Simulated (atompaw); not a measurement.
# Plane-wave convergence, PAW (atompaw) potential for tantalum

- Element: Ta
- Generator: atompaw 4.2.0.5
- Type: PAW
- Functional: PBE
- Relativity: scalar-relativistic
- Frozen core: [Kr] 4d10 4f14 5s2
- Valence charge: 11
- Reference configuration: 5p6 5d3 6s1 6p1
- Partial waves: 6s (bound): rc 2.80 bohr; 6s channel at 3.75 Ry: rc 2.80 bohr; 5p (bound): rc 1.55 bohr; 6p (bound): rc 2.80 bohr; 5d (bound): rc 2.70 bohr; 5d channel at 0.45 Ry: rc 2.80 bohr
- Local potential: bessel scheme, radius 2.00 bohr
- Core correction: smooth core density matched at 1.65 bohr
- Augmentation charge: gaussian compensation charge, radius 2.40 bohr; PAW radius 2.80 bohr; waves and projectors: custom rrkj gramschmidtortho

The pseudo-atom Hamiltonian at the reference potential is diagonalised in spherical Bessel functions j_l(qr) that vanish at 20 bohr, with q² up to the cutoff. All-electron valence levels (Ry): 6s -0.4709, 5p -3.0081, 6p -0.1543, 5d -0.3595.

**Question.** How do the lowest levels (Ry) of each channel move with the cutoff, and are there ghosts?

**Answer.**

```tsv
cutoff (Ry)	s #1	p #1	p #2	d #1	f #1	Σ f·Δε (mRy)
8	-0.4708	-0.6598	-0.1542	-0.3382	0.0864	14153.6
12	-0.4709	-2.4233	-0.1543	-0.3579	0.0864	3513.3
18	-0.4709	-2.9123	-0.1543	-0.3593	0.0864	575.4
25	-0.4709	-2.9975	-0.1543	-0.3595	0.0864	63.1
40	-0.4709	-3.0077	-0.1543	-0.3595	0.0864	2.4
50	-0.4709	-3.0078	-0.1543	-0.3595	0.0864	1.6
60	-0.4709	-3.0080	-0.1543	-0.3595	0.0864	0.6
80	-0.4709	-3.0080	-0.1543	-0.3595	0.0864	0.3
400	-0.4709	-3.0080	-0.1543	-0.3595	0.0864	0.0
```

Result: no extra level below or beside the all-electron valence levels (s, p, d, f tested); 10 mRy is reached at 35 Ry and 1 mRy at 60 Ry.
